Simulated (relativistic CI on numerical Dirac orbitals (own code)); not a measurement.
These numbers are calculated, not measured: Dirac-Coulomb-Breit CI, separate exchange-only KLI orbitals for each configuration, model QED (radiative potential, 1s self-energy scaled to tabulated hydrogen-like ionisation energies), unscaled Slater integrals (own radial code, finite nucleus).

The strongest absorption lines from the ground level of an ion, among the configurations computed and to levels below about 1460 eV (vacuum wavelength in Å, gf): 14.831 (0.13), 17.444 (0.51), 20.566 (0.063), 21.452 (0.59), 22.228 (0.41), 41.278 (5.5), 51.035 (0.14), 55.712 (0.00052).

Task: Which ion is it?
A. Ir31+
B. Hg34+
C. W28+
D. Rn40+

Result: B. Hg34+ has 46 electrons and the ground level 4s2.4p6.4d10 1S_0; the strongest line goes to 4s2.4p6.4d9.4f 1P°_1. The pattern of lines fixes the number of electrons, and along that sequence the line energies rise steadily with the charge (about as its square where n changes within one kind of shell, about linearly where n is kept but much faster in heavy ions where fine structure, which grows about as Z⁴, sets the gap, and irregularly where shells cross), which fixes Z. Configurations outside the model, such as inner-shell arrays, can give stronger lines. At this charge energies of transitions that change n are usually good to better than 1 %, and those within a shell (Δn = 0) to a few per cent.

LS names give the leading component of a level, which can be under half, so a name can repeat, a term be missing and a line seem to break the LS rules.
